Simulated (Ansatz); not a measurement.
Computed with Ansatz on PBE0-D4/def2-TZVP structures; ΔE is electronic, products minus reactants. CCSD(T)/CBS adds triple-zeta CCSD(T) − MP2 to the extrapolated MP2 energy (def2 sets, frozen cores). This one scheme is used for every species. DFT in def2-TZVPP. Open shells (•) are unrestricted, without spin–orbit coupling. One conformer a species, not always the lowest.

Reaction (homolysis of the C–C bond): `FCOC(F)CF` → `F[CH]OCF`• + `[CH2]F`•

`FCOC(F)CF`:

```xyz
12

F     0.855    2.134   -0.954
C    -0.315    1.442   -1.150
O    -0.576    0.624   -0.068
C     0.214   -0.510    0.011
F    -0.187   -1.420   -0.939
C     0.013   -1.090    1.386
F     0.834   -2.177    1.549
H    -0.207    0.869   -2.075
H    -1.134    2.160   -1.209
H     1.269   -0.290   -0.189
H     0.261   -0.337    2.137
H    -1.028   -1.405    1.501
```

`F[CH]OCF`•:

Cartesian coordinates in Å:
```
F 0.671 0.120 1.805
C 1.040 -0.453 0.647
O 0.578 0.179 -0.449
C -0.806 0.257 -0.586
F -1.293 -0.917 -1.082
H 2.100 -0.681 0.600
H -1.291 0.448 0.374
H -0.999 1.048 -1.310
```

`[CH2]F`•:

```xyz
4

C     0.068   -0.047   -0.121
F    -1.155   -0.182    0.387
H     0.823   -0.678    0.328
H     0.265    0.906   -0.594
```

CCSD(T)/CBS gives +416.4 kJ/mol.

Another level gave +392.6 kJ/mol. Which?
A. BLYP-D4/def2-TZVPP
B. BLYP/def2-TZVPP
C. CAM-B3LYP-D4/def2-TZVPP
D. CCSD(T)/def2-TZVPP

C. CAM-B3LYP-D4 392.6, CCSD(T)/def2-TZVPP 407.6, BLYP-D4 373.0, BLYP 358.4 kJ/mol.

What do rigid-rotor, harmonic-oscillator terms from PBE0-D4/def2-TZVP frequencies (298.15 K, 1 bar) make of the CCSD(T)/CBS value? (Best estimate.)

Ansatz gave: ΔZPE = -25.1 kJ/mol, ΔH = +396.6 kJ/mol, ΔS = 192 J/(mol·K), ΔG = +339.3 kJ/mol. Open shells count their whole term as degenerate.

Largest T1 diagnostic among the species: 0.015.

The D4 term adds +10.6 kJ/mol with B3LYP and +5.8 kJ/mol with PBE0; it sums over pairs of atoms, weighted by their polarisabilities, and B3LYP, whose exchange is more repulsive, gets the larger term. Leaving LDA and LC-ωPBE aside and taking each functional with its dispersion term where it has one, the values, not all of them listed here, spread over 39.9 kJ/mol, from BLYP-D4 to ωB97M-V. LDA lies +72.9 kJ/mol from PBE without D4, its usual overbinding.

CCSD(T)/CBS has its own doubt, a few kJ/mol and more with outer-core shells, so smaller differences from it don't rank the levels.

B3LYP here is the variant with VWN-RPA as its local correlation; programs differ in this.
